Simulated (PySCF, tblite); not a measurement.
Species: C₄H₁₁N₂PSi.
Structure used (GFN2-xTB), in Å, numbered top down from 1:
```
atom  x, y, z in Å
C1    -1.8129    1.1446   -1.1231
C2    -1.5901   -0.2248   -0.4753
C3    -2.8464   -0.7535   -0.0026
N4    -3.8428   -1.1579    0.3856
C5    -0.5947   -0.1538    0.7072
N6     0.7174    0.2749    0.3154
Si7    1.8486   -0.7518   -0.4656
P8     3.5687    0.6117   -0.8957
H9    -2.1750    1.8593   -0.3862
H10   -0.8797    1.5099   -1.5453
H11   -2.5472    1.0727   -1.9225
H12   -1.1855   -0.9218   -1.2184
H13   -0.5045   -1.1496    1.1474
H14   -0.9936    0.5237    1.4692
H15    0.7708    1.2689    0.1481
H16    2.1153   -1.8622    0.4551
H17    1.4228   -1.3305   -1.7558
H18    4.2041    0.4172    0.3141
H19    4.3152   -0.3680   -1.5166
```

Method used: PBE0/pcSseg-1 in PySCF (dipole) on a GFN2-xTB geometry, gas phase.

Masses are those of the commonest isotopes; rigid-rotor values at the optimised geometry. The values belong to one conformer with, in the numbering `[CH3:1][C@H:2]([C:3]#[N:4])[CH2:5][NH:6][SiH2:7][PH2:8]`, C1–C2–C5–N6 -62°, C2–C5–N6–Si7 -77°, C5–N6–Si7–P8 176°, N6–Si7–P8–H 88° and -179°.

Problem. What are A, B and C (MHz)?

Solution. Ia = 124.66, Ib = 979.75, Ic = 1033.29 u·Å²; 505379 MHz·u·Å²/I gives A = 4054, B = 515.8, C = 489.1 MHz.

Problem. Classify the top.

Solution. A near-prolate asymmetric top. Ray's parameter κ = (2B − A − C)/(A − C) = -0.985; −1 is the prolate and +1 the oblate limit.

Problem. What does the inertial defect say?

Solution. Not planar: Δ = Ic − Ia − Ib = -71.12 u·Å². For a rigid frame Δ = −2 Σ m c², so Σ m c² = 35.56 u·Å² lies off the ab plane: 13.49 from hydrogen and 22.07 from heavier atoms. The atom farthest from that plane is 1.81 Å away.

Problem. Give the other two planar moments, Paa and Pbb, and the rms extents of the mass along the axes.

Solution. Paa = Σ m a² = (Ib + Ic − Ia)/2 = 944.19 and Pbb = Σ m b² = (Ia + Ic − Ib)/2 = 89.10 u·Å². With the mass M = 146.04 u, the rms extents √(P/M) along a, b and c are 2.54, 0.78, 0.49 Å.

Problem. Which types of transition are allowed, and where do some lines up to J = 3 fall?

Solution. The dipole components are |μa| = 3.33 D, |μb| = 1.08 D, |μc| = 0.03 D. The squared components, which scale the intensities, stand as 1.00 : 0.10 : 0.00 (a : b : c). Some lines, for components of 0.1 D or more:

| type | branch | J(Ka,Kc) | MHz | lower level (cm⁻¹) |
| --- | --- | --- | --- | --- |
| a | R | 1(0,1) ← 0(0,0) | 1005 | 0.000 |
| a | R | 2(1,2) ← 1(1,1) | 1983 | 0.152 |
| a | R | 2(1,1) ← 1(1,0) | 2037 | 0.152 |
| a | R | 3(0,3) ← 2(0,2) | 3014 | 0.101 |
| a | R | 3(2,2) ← 2(2,1) | 3015 | 0.574 |
| a | R | 3(2,1) ← 2(2,0) | 3015 | 0.574 |
| a | R | 3(1,2) ← 2(1,1) | 3055 | 0.220 |
| b | Q | 1(1,0) ← 1(0,1) | 3565 | 0.034 |
| b | Q | 2(1,1) ← 2(0,2) | 3592 | 0.101 |
| b | Q | 3(1,2) ← 3(0,3) | 3632 | 0.201 |
| b | R | 1(1,1) ← 0(0,0) | 4543 | 0.000 |
| b | R | 2(1,2) ← 1(0,1) | 5521 | 0.034 |
| b | R | 3(1,3) ← 2(0,2) | 6486 | 0.101 |
| b | Q | 2(2,0) ← 2(1,1) | 10614 | 0.220 |
| b | Q | 2(2,1) ← 2(1,2) | 10694 | 0.218 |
| b | Q | 3(2,2) ← 3(1,3) | 10735 | 0.317 |
| b | R | 2(2,1) ← 1(1,0) | 12651 | 0.152 |
| b | R | 2(2,0) ← 1(1,1) | 12678 | 0.152 |
| b | R | 3(2,2) ← 2(1,1) | 13629 | 0.220 |
| b | R | 3(2,1) ← 2(1,2) | 13710 | 0.218 |
| b | Q | 3(3,0) ← 3(2,1) | 17757 | 0.675 |
| b | Q | 3(3,1) ← 3(2,2) | 17757 | 0.675 |
| b | R | 3(3,1) ← 2(2,0) | 20772 | 0.574 |
| b | R | 3(3,0) ← 2(2,1) | 20772 | 0.574 |

Its GFN2-xTB frequencies are all real (lowest 33 cm⁻¹). No vibrational averaging or centrifugal distortion is included, and the geometry carries the error of its method. A rigid rotor knows nothing of inversion at nitrogen or internal rotation, which can split or shift real lines. Quadrupole hyperfine structure (14N) is left out.
